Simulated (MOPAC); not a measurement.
Job for MOPAC: PM7 on MgC-, 2S+1 = 4, a spin state set in the input, which need not be the lowest, a point of a bond scan (R = 2.411 Å). Charge -1.

```
PM7 1SCF PRECISE CHARGE=-1 UHF MS=1.5 THREADS=1
CMg

C      0.00000000 1     0.00000000 1     0.00000000 1
Mg     0.00000000 1     0.00000000 1     2.41056200 1
```

It printed:

```
*******************************************************************************
 **                                                                           **
 **                              MOPAC v23.2.5                                **
 **                                                                           **
 *******************************************************************************
 ** MOPAC's Digital Object Identifier: https://doi.org/10.5281/zenodo.6511958 **
 **                                                                           **
 ** Please cite the open-source release paper for use of this MOPAC version:  **
 ** J. E. Moussa and J. J. P. Stewart (2026)                                  **
 ** MOPAC: An open-source semiempirical molecular orbital program             **
 ** J. Open Source Softw., 11(119), 8025, https://doi.org/10.21105/joss.08025 **
 *******************************************************************************

                              PM7 CALCULATION RESULTS

 *******************************************************************************
 *  PM7        - The PM7 Hamiltonian to be used
 *  UHF        - UNRESTRICTED HARTREE-FOCK CALCULATION
 *
 *
 *
 *                 CHARGE ON SYSTEM = -1
 *
 *
 *
 *  MS=        - IN MECI, MAGNETIC COMPONENT OF SPIN =  1.5
 *  PRECISE    - TIGHTER CRITERIA TO BE USED
 *  1SCF       - DO 1 SCF AND THEN STOP
 *  THREADS=1  - MULTI-THREADING NOT USED
 *  T=         - A TIME OF 172800.0 SECONDS REQUESTED
 *  DUMP=N     - RESTART FILE WRITTEN EVERY 7200.0 SECONDS REQUESTED
 *******************************************************************************
PM7 1SCF PRECISE CHARGE=-1 UHF MS=1.5 THREADS=1
 CMg

   ATOM   CHEMICAL          X               Y               Z
  NUMBER   SYMBOL      (ANGSTROMS)     (ANGSTROMS)     (ANGSTROMS)

     1       C          0.00000000  *   0.00000000  *   0.00000000  *
     2      Mg          0.00000000  *   0.00000000  *   2.41056200  *



          CARTESIAN COORDINATES

    NO.       ATOM           X           Y           Z

     1         C          0.0000      0.0000      0.0000
     2        Mg          0.0000      0.0000      2.4106

 General Reference for PM7:
 "Optimization of Parameters for Semiempirical Methods VI: More Modifications to the
 NDDO Approximations and Re-optimization of Parameters", J. J. P. Stewart, J. Mol. Mod., 1:32, 19 (2013)
 https://link.springer.com/article/10.1007/s00894-012-1667-x

           Empirical Formula: C Mg  =     2 atoms



      MOLECULAR POINT GROUP   :   C*v


          UHF CALCULATION, NO. OF ALPHA ELECTRONS =    5
                           NO. OF BETA  ELECTRONS =    2

 -------------------------------------------------------------------------------
 PM7 1SCF PRECISE CHARGE=-1 UHF MS=1.5 THREADS=1
 CMg



     1SCF WAS SPECIFIED, SO BFGS WAS NOT USED
     SCF FIELD WAS ACHIEVED


                              PM7 CALCULATION
                                                       MOPAC v23.2.5 Linux




          FINAL HEAT OF FORMATION =        248.22290 KCAL/MOL =    1038.56463 KJ/MOL


          COSMO AREA              =         80.11 SQUARE ANGSTROMS
          COSMO VOLUME            =         61.82 CUBIC ANGSTROMS

          IONIZATION POTENTIAL    =         -0.537259 EV
          ALPHA SOMO LUMO (EV)    =          0.537  5.462
          BETA  SOMO LUMO (EV)    =         -0.230  5.781
          NO. OF ALPHA ELECTRONS  =          5
          NO. OF BETA  ELECTRONS  =          2
          MOLECULAR WEIGHT        =         36.3160         POINT GROUP:  C*v

          MOLECULAR DIMENSIONS (Angstroms)

            Atom       Atom       Distance
           Mg     2    C     1     2.41056
           Mg     2    C     1     0.00000
            C     1   Mg     2     0.00000


          SCF CALCULATIONS        =          1





   ATOM   CHEMICAL          X               Y               Z
  NUMBER   SYMBOL      (ANGSTROMS)     (ANGSTROMS)     (ANGSTROMS)

     1       C          0.00000000  *   0.00000000  *   0.00000000  *
     2      Mg          0.00000000  *   0.00000000  *   2.41056200  *

                             CARTESIAN COORDINATES

   1    C        0.000000000     0.000000000     0.000000000
   2   Mg        0.000000000     0.000000000     2.410562000


           Empirical Formula: C Mg  =     2 atoms



      MOLECULAR POINT GROUP   :   C*v


          ALPHA EIGENVALUES
  -8.86936  -2.12110  -1.63229  -1.59848   0.53726   5.46190   8.17174   9.90780


           BETA EIGENVALUES
  -6.53416  -0.22985   5.78149   8.27917   8.35566   9.79552   9.84706  11.97507


              NET ATOMIC CHARGES AND DIPOLE CONTRIBUTIONS

  ATOM NO.   TYPE          CHARGE      No. of ELECS.   s-Pop       p-Pop
    1          C          -0.652814        4.6528     1.85248     2.80033
    2         Mg          -0.347186        2.3472     0.52506     1.82213
 DIPOLE           X         Y         Z       TOTAL
 POINT-CHG.     0.000     0.000     3.729     3.729
 HYBRID         0.000    -0.000    -1.710     1.710
 SUM            0.000    -0.000     2.020     2.020


          ATOMIC ORBITAL ELECTRON POPULATIONS

     Atom    s        px        py        pz
    1  C   1.85248   1.00000   0.98797   0.81236
    2 Mg   0.52506   1.00000   0.01203   0.81010


                    (SZ)    =    1.500000
                    (S**2)  =    4.753292


          ATOMIC ORBITAL SPIN POPULATIONS

    Atom   Total    s     px     py     pz
         Atomic
    1  C  2.7945  0.023  1.000  0.988  0.784
    2 Mg  0.2055 -0.176  1.000  0.012 -0.631

 **********************
 *                    *
 * JOB ENDED NORMALLY *
 *                    *
 **********************




 == MOPAC DONE ==
```

The run finished. Its determinant has ⟨S²⟩ = 4.75, a mixture of spin states.

Cost: roughly 0.020 core-seconds.
